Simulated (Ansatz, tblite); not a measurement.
Removing an electron: BH2(CF3) (CH₂BF₃). The state is a singlet with charge 0. Geometry: PBE-D4/def2-SVP. Ansatz, gas phase; energy differences of separate SCF runs; the oxidised species was run as a doublet alone.

```xyz
7

B    -0.024   -0.831   -0.476
H     0.651   -0.940   -1.474
H    -0.597   -1.768    0.030
C    -0.053    0.577    0.274
F     0.131    1.664   -0.510
F     1.035    0.482    1.116
F    -1.142    0.815    1.039
```

The xTB rows come from tblite.

(1) Estimate orbital energies and vertical ionisation energies at: GFN1-xTB; GFN2-xTB; PBE-D4/def2-TZVP; r2SCAN-D4/def2-TZVP; PBE0-D4/def2-TZVP.

Answers

(1) 
```
              level  −HOMO (eV)  vertical IE (eV)  −LUMO (eV)  HOMO–LUMO gap (eV)
           GFN1-xTB       13.58             17.31        9.49                4.10
           GFN2-xTB       12.96             16.69        9.39                3.57
   PBE-D4/def2-TZVP        8.48             12.18        3.75                4.73
r2SCAN-D4/def2-TZVP        8.85             12.40        3.37                5.49
  PBE0-D4/def2-TZVP       10.17             12.72        2.72                7.45
```

 Raw xTB energy differences between charge states are shifted by several eV; the methods need an empirical correction for them.
